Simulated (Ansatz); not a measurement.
`C[O][Zr]([Cl])([Cl])[Cl]` + H₂O → `[OH][Zr]([Cl])([Cl])[Cl]` + CH₃OH at 400 K and 1 bar (formal hydrolysis of a Zr–O bond).

Gas-phase electronic energies from Ansatz, PBE0-D4/def2-TZVP geometries. CCSD(T)/CBS adds triple-zeta CCSD(T) − MP2 to the extrapolated MP2 energy (def2 sets, frozen cores). This one scheme is used for every species. Elements past krypton have def2 core potentials. For Zr outer-core shells are correlated without core-valence functions, which leaves a few kJ/mol of doubt a bond. Each species was taken in one conformer, which may not be the lowest.

```
                   species  CCSD(T)/CBS energy (Eh)  H − E (kJ/mol)  S (J/(mol·K))
`C[O][Zr]([Cl])([Cl])[Cl]`              -1541.64938           160.7          468.2
                       H₂O                -76.37941            69.8          198.6
`[OH][Zr]([Cl])([Cl])[Cl]`              -1502.40323            78.0          416.8
                     CH₃OH               -115.61712           151.2          252.6
```

H − E and S are ideal-gas, rigid-rotor, harmonic terms from PBE0-D4/def2-TZVP, for one conformer and one mirror image of each species. 1 Eh = 2625.50 kJ/mol, R = 8.31446 J/(mol·K).

**Question.** By hand: ΔE, ΔH, ΔS and ΔG.

**Answer.** ΔE = (-1502.40323) + (-115.61712) − (-1541.64938) − (-76.37941) = 0.00844 Eh = 22.2 kJ/mol. Δ(H − E) = 78.0 + 151.2 − 160.7 − 69.8 = -1.3, so ΔH = 20.9 kJ/mol. ΔS = 416.8 + 252.6 − 468.2 − 198.6 = 2.6 J/(mol·K). ΔG = 20.9 − 400 × (2.6)/1000 = 19.9 kJ/mol.

**Question.** By hand: the equilibrium constant, and the temperature at which ΔG would vanish if ΔH and ΔS stayed fixed.

**Answer.** log₁₀ K = −ΔG/(RT ln 10) = -2.6. ΔG = 0 at ΔH/ΔS = 8038 K, far beyond where these terms or the molecules hold.

The number of gas molecules stays the same, so ΔS is small and ΔH decides. A doubt of 5 kJ/mol in ΔE shifts log₁₀ K by 0.7 here. Other conformers and mirror images would add mixing entropy, several J/(mol·K) or more a flexible species. Modes under 60 cm⁻¹, often nearly free rotors, make the harmonic entropy too high. These are equilibria of isolated gas molecules and say nothing of rates. Largest T1 diagnostic: 0.016 (customary marks: 0.02 for closed shells, 0.045 for open ones).
